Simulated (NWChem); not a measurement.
Molecule: SiH2S, singlet; SMILES [SiH]S

Results from NWChem. Medium grid unless said otherwise, to which SCAN and Minnesota functionals are sensitive. Low-valent species are run as closed-shell singlets; no triplet was tried in these runs. All runs use the structure optimised with PBE-D3(BJ)/def2-SVP. Total energies of different functionals are on different scales.

```tsv
level	energy (Ha)	highest occupied level (eV)	orbital gap (eV)	dipole (D)
B3LYP/def2-SVP	-688.6857	-6.66	4.06	0.79
PBE/def2-SVP	-688.3241	-5.80	2.54	0.80
revPBE/def2-SVP	-688.5173	-5.80	2.57	0.78
PW6B95/def2-SVP	-689.2311	-6.94	4.52	0.80
B97-2/def2-SVP	-688.6890	-6.69	4.15	0.77
BHandHLYP/def2-SVP	-688.6420	-7.82	6.29	0.81
TPSSh/def2-SVP	-688.6825	-6.41	3.47	0.76
BLYP/def2-SVP	-688.6421	-5.63	2.58	0.81
M06-2X/def2-SVP	-688.6109	-7.87	6.24	0.85
RPBE/def2-SVP	-688.5877	-5.79	2.57	0.78
```
